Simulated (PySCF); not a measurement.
Spin states and ions at one geometry of [Bi3]3+

PySCF 2.14.0, UKS PBE0, Bi def2-SVP with ECP60; non-relativistic Hamiltonian with scalar-relativistic core potentials where named; density fitting; no spin-orbit coupling; singlets restricted, open shells unrestricted. The geometry is relaxed for charge +3, triplet, vacuum:

```xyz
3

Bi    1.6767   -0.0001    0.0000
Bi   -0.8383    1.7757    0.0000
Bi   -0.8385   -1.7756    0.0000
```

Energies count from the relaxed state; an electron taken off or put on is at rest in vacuum. Charges and spins are Mulliken's.

```json
{"state": "charge +3, triplet, vacuum", "energy (eV)": "0.00", "spin squared": "2.03", "charge on Bi1 (e)": "0.88", "spin on Bi1 (e)": "0.34", "dipole about the centre of mass (D)": "1.06"}
{"state": "charge +3, singlet, vacuum", "energy (eV)": "0.54", "spin squared": "0.00", "charge on Bi1 (e)": "0.85", "spin on Bi1 (e)": "0.00", "dipole about the centre of mass (D)": "1.60"}
{"state": "charge +3, quintet, vacuum", "energy (eV)": "1.01", "spin squared": "6.00", "charge on Bi1 (e)": "1.01", "spin on Bi1 (e)": "1.05", "dipole about the centre of mass (D)": "0.09"}
{"state": "charge +4, doublet, vacuum", "energy (eV)": "22.93", "spin squared": "0.78", "charge on Bi1 (e)": "1.21", "spin on Bi1 (e)": "0.00", "dipole about the centre of mass (D)": "1.15"}
{"state": "charge +2, doublet, vacuum", "energy (eV)": "-17.29", "spin squared": "0.82", "charge on Bi1 (e)": "0.57", "spin on Bi1 (e)": "-0.26", "dipole about the centre of mass (D)": "0.95"}
{"state": "charge +2, quartet, vacuum", "energy (eV)": "-16.83", "spin squared": "3.78", "charge on Bi1 (e)": "0.67", "spin on Bi1 (e)": "0.21", "dipole about the centre of mass (D)": "0.17"}
```

Task: What does the state charge +4, quartet, vacuum give?

Result: energy (eV) 22.91, spin squared 3.75, charge on Bi1 (e) 1.20, spin on Bi1 (e) 1.06, dipole about the centre of mass (D) 1.25.

With an electron taken off (quartet, the lower of the two states computed) the charges change, summed by element, by Bi +1.00 e. The vertical ionisation energy is 22.91 eV, against −ε(HOMO) = 21.06 eV over both spins of the relaxed state. The level lies 1.9 eV too high, as is usual for semilocal functionals and global hybrids, which keep a self-interaction error.

With an electron put on (doublet, the lower of the two states computed) the charges change, summed by element, by Bi -1.00 e. The vertical electron affinity is 17.29 eV, against −ε(LUMO) = 19.03 eV over both spins of the relaxed state.

Open shells may have lower solutions than those found.
